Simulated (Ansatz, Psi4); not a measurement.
Here is a job for Ansatz (a quantum-chemistry and plane-wave program).
Ansatz 0.2 input:
```yaml
crystal:
  periodic: [false, false, false]
  atoms:
    - {symbol: B, position_ang: [0.00000000, 0.00000000, 0.00000000]}
    - {symbol: H, position_ang: [-0.78935573, -0.82329958, -0.45703408]}
    - {symbol: H, position_ang: [0.16226976, -0.21027872, 1.19968171]}
    - {symbol: H, position_ang: [-0.45033333, 1.13195784, -0.16017538]}
    - {symbol: H, position_ang: [1.07741931, -0.09837954, -0.58247225]}
basis:
  gaussian:
    orbitals: def2-SVP
total_charge: -1
magnetization: {spin_polarized: false}
correlation: {method: ccsd_t, electrons: outside_noble_gas}
accuracy: high
```

**Question.** Give the equivalent Psi4 input.

**Answer.** Several could match; the one computed here: 
```
memory 2 GB

molecule {
-1 1
B     0.00000000    0.00000000    0.00000000
H    -0.78935573   -0.82329958   -0.45703408
H     0.16226976   -0.21027872    1.19968171
H    -0.45033333    1.13195784   -0.16017538
H     1.07741931   -0.09837954   -0.58247225
}

set {
  basis def2-svp
  freeze_core true
  mp2_type conv
  scf_type pk
  puream true
  d_convergence 1e-8
}

energy('ccsd(t)')
print_variables()
```

Both were run: Ansatz gave -27.117097 Eh and Psi4 -27.117097 Eh, 0.000 mEh apart.
